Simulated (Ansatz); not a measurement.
One group Y is varied and pulled off as a radical: Y-Sb(OH)2. Isolated molecules, 0 K electronic values unless said otherwise. Each species was relaxed from one start; no search for lower structures was made at this level. In the def2 sets, heavy atoms carry core potentials. Strings in code marks are SMILES.

Level of theory: CAM-B3LYP-D3(BJ)/def2-TZVP // B3LYP-D3(BJ)/def2-SVP run with Ansatz (a quantum-chemistry and plane-wave program). All candidates: neutral, multiplicity 1. 

| Property | Value |
|---|---|
| HOMO | -8.02 eV |
| HOMO–LUMO gap | 8.19 eV |
| LUMO | 0.17 eV |

**Question.** Name which member has these values.
(A) `C[CH](C)[Sb]([OH])[OH]`
(B) `C[C](C)(C)[Sb]([OH])[OH]`
(C) `[OH][Sb]([OH])[CH2]C(F)(F)F`
(D) `C=CC[CH2][Sb]([OH])[OH]`

**Answer.** B, `C[C](C)(C)[Sb]([OH])[OH]`. The others give `C[CH](C)[Sb]([OH])[OH]`: -8.19 eV, 8.31 eV, 0.12 eV; `C=CC[CH2][Sb]([OH])[OH]`: -8.35 eV, 8.38 eV, 0.04 eV; `[OH][Sb]([OH])[CH2]C(F)(F)F`: -9.22 eV, 9.04 eV, -0.18 eV
